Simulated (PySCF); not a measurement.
C₂H (SMILES [C]#C), doublet (typed; the unrestricted solution is spin-contaminated), geometry from GFN2-xTB; DF-HF/aug-cc-pVDZ (PySCF).

Input for PySCF:
```python
from pyscf import gto, scf
import numpy

mol = gto.Mole()
mol.atom = '''
    C    -0.000000   -0.000000   -0.468661
    C     0.000000    0.000000    0.723271
    H    -0.000000   -0.000000   -1.527659
'''
mol.basis = 'aug-cc-pvdz'
mol.charge = 0
mol.spin = 1
mol.verbose = 4
mol.build()
print('smallest overlap eigenvalue', numpy.linalg.eigvalsh(mol.intor('int1e_ovlp'))[0])

mf = scf.UHF(mol)
mf = mf.density_fit(auxbasis='def2-universal-jkfit')
mf = scf.addons.remove_linear_dep_(mf, threshold=1e-3, lindep=1e-3)
mf.kernel()
```

Problem. Predict the main parts of the log of this PySCF run.

Solution. 
```
PySCF version 2.14.0

[INPUT] verbose = 4
[INPUT] num. atoms = 3
[INPUT] num. electrons = 13
[INPUT] charge = 0
[INPUT] spin (= nelec alpha-beta = 2S) = 1
[INPUT] symmetry False subgroup None
[INPUT] Mole.unit = angstrom
[INPUT] Symbol           X                Y                Z      unit          X                Y                Z       unit  Magmom
[INPUT]  1 C      0.000000000000   0.000000000000  -0.468661000000 AA    0.000000000000   0.000000000000  -0.885640935265 Bohr   0.0
[INPUT]  2 C      0.000000000000   0.000000000000   0.723271000000 AA    0.000000000000   0.000000000000   1.366784103840 Bohr   0.0
[INPUT]  3 H      0.000000000000   0.000000000000  -1.527659000000 AA    0.000000000000   0.000000000000  -2.886857121727 Bohr   0.0

nuclear repulsion = 20.3915068719318
number of shells = 21
number of NR pGTOs = 81
number of NR cGTOs = 55
basis = aug-cc-pvdz
ecp = {}
input.py:19: DeprecationWarning: remove_linear_dep_ is deprecated and will be removed in a future release. Linear dependency handling is now built into the SCF procedure by default. Linear dependency removal can be controlled using the following settings:
  pyscf.scf.hf.remove_overlap_zero_eigenvalue = True
  pyscf.scf.hf.overlap_zero_eigenvalue_threshold = 1e-6

  mf = scf.addons.remove_linear_dep_(mf, threshold=1e-3, lindep=1e-3)
smallest overlap eigenvalue 0.00010880246765144572
Applying remove_linear_dep_ on SCF object.
Using canonical orthogonalization with threshold 0.001

******** <class 'pyscf.df.df_jk.DFUHF'> ********
method = DFUHF
initial guess = minao
damping factor = 0
level_shift factor = 0
DIIS = <class 'pyscf.scf.diis.CDIIS'>
diis_start_cycle = 1
diis_space = 8
diis_damp = 0
SCF conv_tol = 1e-09
SCF conv_tol_grad = None
SCF max_cycles = 50
direct_scf = False
number electrons alpha = 7  beta = 6
Set gradient conv threshold to 3.16228e-05
******** <class 'pyscf.df.df.DF'> ********
auxbasis = def2-universal-jkfit
init E= -76.3256672683617

cycle= 1 E= -76.0953412404561  delta_E= 0.23  |g|= 0.198  |ddm|= 2.51
cycle= 2 E= -76.136627809535  delta_E= -0.0413  |g|= 0.0811  |ddm|= 0.203
cycle= 3 E= -76.1451010138406  delta_E= -0.00847  |g|= 0.046  |ddm|= 0.0923
cycle= 4 E= -76.1483956042993  delta_E= -0.00329  |g|= 0.03  |ddm|= 0.0593
cycle= 5 E= -76.1502059588768  delta_E= -0.00181  |g|= 0.0225  |ddm|= 0.0422
cycle= 6 E= -76.1519823639354  delta_E= -0.00178  |g|= 0.0196  |ddm|= 0.0526
cycle= 7 E= -76.1548055577609  delta_E= -0.00282  |g|= 0.0146  |ddm|= 0.105
cycle= 8 E= -76.1571766000921  delta_E= -0.00237  |g|= 0.00388  |ddm|= 0.225
cycle= 9 E= -76.1571683216084  delta_E= 8.28e-06  |g|= 0.00321  |ddm|= 0.0553
cycle= 10 E= -76.1571994117376  delta_E= -3.11e-05  |g|= 0.00257  |ddm|= 0.00886
cycle= 11 E= -76.1571450094098  delta_E= 5.44e-05  |g|= 0.00361  |ddm|= 0.0143
cycle= 12 E= -76.1571138406863  delta_E= 3.12e-05  |g|= 0.00408  |ddm|= 0.00609
cycle= 13 E= -76.1571013652881  delta_E= 1.25e-05  |g|= 0.00413  |ddm|= 0.00224
cycle= 14 E= -76.1570751840343  delta_E= 2.62e-05  |g|= 0.0046  |ddm|= 0.00387
cycle= 15 E= -76.157228505894  delta_E= -0.000153  |g|= 0.00123  |ddm|= 0.0422
cycle= 16 E= -76.1572302924838  delta_E= -1.79e-06  |g|= 0.00111  |ddm|= 0.00283
cycle= 17 E= -76.1572272322405  delta_E= 3.06e-06  |g|= 0.00123  |ddm|= 0.00488
cycle= 18 E= -76.1572298466529  delta_E= -2.61e-06  |g|= 0.0012  |ddm|= 0.00308
cycle= 19 E= -76.1572295673926  delta_E= 2.79e-07  |g|= 0.00128  |ddm|= 0.000586
cycle= 20 E= -76.1572287234037  delta_E= 8.44e-07  |g|= 0.0014  |ddm|= 0.000968
cycle= 21 E= -76.1572270229671  delta_E= 1.7e-06  |g|= 0.00138  |ddm|= 0.0027
cycle= 22 E= -76.1572263370624  delta_E= 6.86e-07  |g|= 0.00142  |ddm|= 0.000766
cycle= 23 E= -76.1572194868869  delta_E= 6.85e-06  |g|= 0.00178  |ddm|= 0.00489
cycle= 24 E= -76.1572274781973  delta_E= -7.99e-06  |g|= 0.00114  |ddm|= 0.00544
cycle= 25 E= -76.1572291135788  delta_E= -1.64e-06  |g|= 0.00127  |ddm|= 0.00325
cycle= 26 E= -76.1572273558994  delta_E= 1.76e-06  |g|= 0.00107  |ddm|= 0.00332
cycle= 27 E= -76.1572281308879  delta_E= -7.75e-07  |g|= 0.0012  |ddm|= 0.00165
cycle= 28 E= -76.1572267334791  delta_E= 1.4e-06  |g|= 0.0016  |ddm|= 0.00173
cycle= 29 E= -76.1572249013996  delta_E= 1.83e-06  |g|= 0.00169  |ddm|= 0.00173
cycle= 30 E= -76.1572296678578  delta_E= -4.77e-06  |g|= 0.00134  |ddm|= 0.00535
cycle= 31 E= -76.1572276696405  delta_E= 2e-06  |g|= 0.00138  |ddm|= 0.00268
cycle= 32 E= -76.1572266761213  delta_E= 9.94e-07  |g|= 0.00147  |ddm|= 0.00259
cycle= 33 E= -76.1572272348823  delta_E= -5.59e-07  |g|= 0.00117  |ddm|= 0.00188
cycle= 34 E= -76.157226981813  delta_E= 2.53e-07  |g|= 0.0014  |ddm|= 0.00137
cycle= 35 E= -76.1572225266976  delta_E= 4.46e-06  |g|= 0.00147  |ddm|= 0.00351
cycle= 36 E= -76.1572296644012  delta_E= -7.14e-06  |g|= 0.00116  |ddm|= 0.00624
cycle= 37 E= -76.1572298866589  delta_E= -2.22e-07  |g|= 0.0014  |ddm|= 0.00211
cycle= 38 E= -76.1572298431037  delta_E= 4.36e-08  |g|= 0.00141  |ddm|= 0.000294
cycle= 39 E= -76.1572305731647  delta_E= -7.3e-07  |g|= 0.00124  |ddm|= 0.00115
cycle= 40 E= -76.1572320661015  delta_E= -1.49e-06  |g|= 0.000981  |ddm|= 0.00414
cycle= 41 E= -76.1572286072735  delta_E= 3.46e-06  |g|= 0.00131  |ddm|= 0.00716
cycle= 42 E= -76.1572301610364  delta_E= -1.55e-06  |g|= 0.00109  |ddm|= 0.00379
cycle= 43 E= -76.1572304288135  delta_E= -2.68e-07  |g|= 0.00105  |ddm|= 0.000439
cycle= 44 E= -76.1572246551094  delta_E= 5.77e-06  |g|= 0.00134  |ddm|= 0.00601
cycle= 45 E= -76.1572308163978  delta_E= -6.16e-06  |g|= 0.00106  |ddm|= 0.00683
cycle= 46 E= -76.157230966032  delta_E= -1.5e-07  |g|= 0.000996  |ddm|= 0.00056
cycle= 47 E= -76.1572309077418  delta_E= 5.83e-08  |g|= 0.00102  |ddm|= 0.000825
cycle= 48 E= -76.1572297613649  delta_E= 1.15e-06  |g|= 0.00109  |ddm|= 0.00275
cycle= 49 E= -76.1572259248868  delta_E= 3.84e-06  |g|= 0.0014  |ddm|= 0.00343
cycle= 50 E= -76.1572264928391  delta_E= -5.68e-07  |g|= 0.00137  |ddm|= 0.000709
SCF not converged.
SCF energy = -76.1572264928391 after 50 cycles  <S^2> = 1.0650581  2S+1 = 2.2935196
```

The run did not converge; its last values are not results.
